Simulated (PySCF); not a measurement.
A structure optimised at B3LYP-D3(BJ)/def2-TZVP, used in a PySCF frequency run:

```xyz
3

Be     0.0000     0.0000    -0.5033
Br     0.0000     0.0000    -2.4592
I      0.0000     0.0000     1.6620
```

Question: Write its SMILES, formula and point group.

Answer: [Br][Be][I], BeBrI, C∞v

Question: What are its rotational constants (standard atomic weights)?

Answer: 0.60483 GHz (linear rotor, B only)
